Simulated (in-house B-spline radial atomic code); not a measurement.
Spin-orbit splittings of orbital energies (j = l + 1/2 less j = l - 1/2) and ratios of mean radii (lower j over upper j) along the 6-electron series, configuration [He] 2s2 2p2. Computed with a B-spline radial code for spherical atoms: Dirac-Hartree-Fock, average of the configuration, finite nuclei.

```csv
ion,Z,splitting of 2p (eV),radius ratio of 2p
C,6,0.0078551,0.99947
N+,7,0.021861,0.99931
O2+,8,0.048651,0.99909
F3+,9,0.094132,0.99883
Ne4+,10,0.16532,0.99852
Mg6+,12,0.41841,0.99781
```

Task: With what power of Z does the column «splitting of 2p (eV)» change over this range?

Result: A fit of the logarithm of its size against log Z from Z = 6 to 12 has slope 5.72. An unscreened hydrogenic electron would give 4 at low Z; screening makes the apparent power larger near the neutral end, and relativity raises it again at high Z.
